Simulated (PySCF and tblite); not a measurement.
Results of a calculation; reference values are marked as such.
# C₆H₅FOS₂, numbered as in [CH3:1][C:2](=[S:3])[c:4]1[cH:5][c:6]([OH:7])[c:8]([F:9])[s:10]1: conformational analysis

Level: B3LYP-D3(BJ)/def2-SVP (IEF-PCM, acetonitrile)//GFN2-xTB, thermal terms from GFN2-xTB, symmetry numbers and mirror pairs counted. Conformers within 2.5 kcal/mol (GFN2-xTB free energy) were kept, 4 at most. GIAO shieldings: mPW1PW91/pcSseg-1 (IEF-PCM, acetonitrile). Shifts are against TMS (¹H), TMS (¹³C) at the same level. Codes: tblite and PySCF.

Torsions listed: S3–C2–C4–S10, C5–C6–O7–H7.

```json
{"conformer": "1", "shape": "0°, 180°", "symmetry": "Cs", "E(GFN2) kcal/mol": "0.77", "E(DFT) kcal/mol": "0.00", "G(298.15 K) kcal/mol": "0.00", "weight %": "89.3", "dipole D": "4.81"}
{"conformer": "2", "shape": "180°, 180°", "symmetry": "Cs", "E(GFN2) kcal/mol": "0.00", "E(DFT) kcal/mol": "1.67", "G(298.15 K) kcal/mol": "1.51", "weight %": "7.0", "dipole D": "4.79"}
{"conformer": "3", "shape": "180°, 0°", "symmetry": "Cs", "E(GFN2) kcal/mol": "0.86", "E(DFT) kcal/mol": "2.07", "G(298.15 K) kcal/mol": "1.88", "weight %": "3.7", "dipole D": "1.48"}
```

Weights (%) against temperature:

| T (K) | 1 | 2 | 3 | S(mix) cal/mol/K |
| --- | --- | --- | --- | --- |
| 250 | 93.5 | 4.4 | 2.1 | 0.56 |
| 298.15 | 89.3 | 7.0 | 3.7 | 0.81 |
| 350 | 84.5 | 9.8 | 5.7 | 1.06 |

Averaged shifts at 298.15 K. ¹H: 7.48 (H5, 1H), 3.27 (H1, 3H) ppm. ¹³C: 241.2 (C2), 174.2 (C8), 148.5 (C6), 145.4 (C4), 129.0 (C5), 37.8 (C1) ppm.

Coordinates of conformer 1 (Å):

```xyz
15

C    -2.542    0.506   -0.341
C    -1.675   -0.705   -0.429
S    -2.312   -2.201   -0.652
C    -0.264   -0.545   -0.313
C     0.471    0.606   -0.125
C     1.857    0.373   -0.058
O     2.763    1.360    0.123
C     2.136   -0.964   -0.200
F     3.374   -1.480   -0.176
S     0.752   -1.960   -0.414
H    -2.278    1.218   -1.123
H    -3.585    0.223   -0.454
H    -2.408    0.997    0.622
H     0.051    1.589   -0.035
H     3.655    0.992    0.137
```

Other tautomers (keto or thione forms) aren't considered and may dominate. H on N, O and S are left out: they exchange, and hydrogen bonds move them by several ppm. Shifts are unscaled: against experiment ¹³C can be off by 15 ppm or more and ¹H by 0.8 ppm.

Search and properties took 4 min on 1 thread of Arm Neoverse N1 (shared host) (rough), launched as `OMP_NUM_THREADS=1 python ens_run.py task.json out`.


Conformer gaps in def2-SVP on xTB geometries can be 2 kcal/mol too large for S=O, P=O and other polar bonds.